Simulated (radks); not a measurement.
The numbers below are computed, except where a source is named.
Q: The osmium ion Os8+ is in [Xe] 4f14. Code: a radial shooting solver on a logarithmic mesh with Libxc functionals. Model: scalar-relativistic Kohn-Sham, BLYP, spin-polarised, spherical densities, finite nucleus; Fermi nuclear charge, rms radius of each element as measured or else 0.836 A^(1/3) + 0.57 fm. Open shells are filled with parallel spins first. One electron is removed from 4f, 5p, 5s, 4d in turn, with full relaxation. Which removal costs least, and what does each cost?

A: 5p 171.70 eV; 4f 185.17 eV; 5s 216.09 eV; 4d 407.01 eV. The 5p electron leaves first.
